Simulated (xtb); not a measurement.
F6Se, SMILES F[Se](F)(F)(F)(F)F. All values are semi-empirical tight-binding results from xtb (GFN2-xTB unless named), good for trends rather than for accurate numbers. The structure is a stationary point at GFN2-xTB.

Optimised geometry:

```xyz
7

F      0.0000    -1.7132     0.0000
Se     0.0000     0.0000     0.0000
F      1.7132     0.0000     0.0000
F     -1.7132     0.0000     0.0000
F      0.0000     0.0000    -1.7132
F      0.0000     0.0000     1.7132
F      0.0000     1.7132     0.0000
```

The point group as xtb finds it is Oh, the orbital gap is 8.09 eV and the zero-point energy is 7.5 kcal/mol. The G − E(el) at 298.15 K (modified RRHO) is -11.3 kcal/mol, the static polarisability (D4 model) is 48.4 bohr³ and the solvation energy, GFN2-xTB/ALPB(water) comes out as 0.9 kcal/mol. The solvation energy, GFN2-xTB/ALPB(hexane) is -0.9 kcal/mol.

Computed atomic charges and the Wiberg bond orders between heavy atoms:
charges (e) F1 -0.20, Se2 1.22, F3 -0.20, F4 -0.20, F5 -0.20, F6 -0.20, F7 -0.20. Bond orders F1–Se2 0.93, Se2–F3 0.93, Se2–F4 0.93, Se2–F5 0.93, Se2–F6 0.93, Se2–F7 0.93.
